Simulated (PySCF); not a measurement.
Choosing a molecule for a target property.

Species are written as SMILES; each is one conformer at its optimised geometry, gas phase (atoms past krypton carry core potentials, spin–orbit coupling is left out). Electronic properties by PySCF.

Dipoles, sizes and rotational constants follow the conformer. The torsions of the flexible species, by atom-mapped SMILES:
- `[CH3:1]/[C:2](=[CH:3]/[CH:4]([F:5])[F:6])[CH2:7][F:8]`: C2–C3–C4–F5 -141°, C1–C2–C7–F8 175°
- `[F:1][CH2:2][C:3]([F:4])([F:5])[CH:6]1[CH2:7][CH2:8]1`: F1–C2–C3–F4 -175°, C2–C3–C6–C7 -157°
- `[CH3:1][C:2]([CH3:3])([CH3:4])[C:5]([CH3:6])([CH3:7])[CH3:8]`: C1–C2–C5–C6 168°

The conformers of `O=C1OC[C@@H](Cl)[C@@H](F)O1` and `O=C1C=CCC[C@@H]1[O][GeH3]` aren't listed.

(1) Wanted: static isotropic polarisability above 90 au (wB97X-D/def2-SVPD) and HOMO–LUMO gap above 11 eV (wB97X-D/def2-SVPD), at PBE0-D3(BJ)/def2-SVP geometries. Which candidate meets both?
A. `O=C=[N][SnH]([N]=C=O)[N]=C=O`
B. `[H][Sn]([H])([H])[NH]C(C)C`
C. `C/C(=C/C(F)F)CF`
D. `[C@@H]1([O][GeH3])C(=O)C=CCC1`
E. `O1C(=O)O[C@H](F)[C@@H](C1)Cl`
F. `FCC(F)(F)C1CC1`
G. `CC(C)(C)C(C)(C)C`

(2) Wanted: vertical ionisation energy between 9.5 eV and 10.1 eV (ΔSCF wB97X-D/def2-SVPD) and lowest singlet excitation above 7 eV (TDDFT wB97X-D/def2-SVPD), at PBE0-D3(BJ)/def2-SVP geometries. Which candidate meets both?
A. `O=C1C=CCC[C@@H]1[O][GeH3]`
B. `[H][Sn]([N]=C=O)([N]=C=O)[N]=C=O`
C. `[H][Sn]([H])([H])[NH]C(C)C`
D. `C/C(=C/C(F)F)CF`
E. `CC(C)(C)C(C)(C)C`
F. `[H][Sn]([H])([CH3])[N](C)C`

Answers

(1) G. Computed values:
| species | static isotropic polarisability | HOMO–LUMO gap |
| --- | --- | --- |
| FCC(F)(F)C1CC1 | 59.9 au | 13.19 eV |
| C/C(=C/C(F)F)CF | 65.1 au | 11.06 eV |
| O1C(=O)O[C@H](F)[C@@H](C1)Cl | 69.5 au | 12.40 eV |
| [H][Sn]([H])([H])[NH]C(C)C | 87.2 au | 9.84 eV |
| O=C=[N][SnH]([N]=C=O)[N]=C=O | 94.0 au | 10.83 eV |
| CC(C)(C)C(C)(C)C | 97.4 au | 12.53 eV |
| [C@@H]1([O][GeH3])C(=O)C=CCC1 | 104.3 au | 8.93 eV |

(2) D. Computed values:
| species | vertical ionisation energy | lowest singlet excitation |
| --- | --- | --- |
| [H][Sn]([H])([CH3])[N](C)C | 7.68 eV | 5.22 eV |
| [H][Sn]([H])([H])[NH]C(C)C | 8.34 eV | 5.59 eV |
| O=C1C=CCC[C@@H]1[O][GeH3] | 8.92 eV | 3.64 eV |
| C/C(=C/C(F)F)CF | 9.99 eV | 7.18 eV |
| CC(C)(C)C(C)(C)C | 10.27 eV | 8.73 eV |
| [H][Sn]([N]=C=O)([N]=C=O)[N]=C=O | 11.08 eV | 6.31 eV |
